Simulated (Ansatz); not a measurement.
Wavefunction ladder for C₂H₆AlCl₃O (`C[O+](C)[Al-]([Cl])([Cl])[Cl]`)

```xyz
13

C    -1.022   -0.799    0.725
O    -0.143   -0.219   -0.252
C     1.098   -0.933   -0.363
Al   -0.112    1.689   -0.427
Cl    1.021    1.973   -2.181
Cl   -2.159    2.174   -0.551
Cl    0.848    2.224    1.380
H    -1.212   -1.835    0.443
H    -0.559   -0.744    1.712
H    -1.945   -0.226    0.706
H     0.876   -1.967   -0.628
H     1.635   -0.883    0.586
H     1.674   -0.455   -1.152
```

Total charge 0; spin multiplicity 1. The geometry is a stationary point of PBE0-D4/def2-TZVP. It is one conformer, not always the lowest. Frozen core, restricted reference, Ansatz 0.2.0.

```
     basis      HF (Eh)  MP2 corr.  CCSD corr.       (T)  CCSD(T) total
  def2-SVP  -1774.14117   -0.92918    -1.00263  -0.02269    -1775.16649
def2-TZVPP  -1774.87141   -1.23462           –         –              –
def2-QZVPP  -1774.92427   -1.34305           –         –              –
```
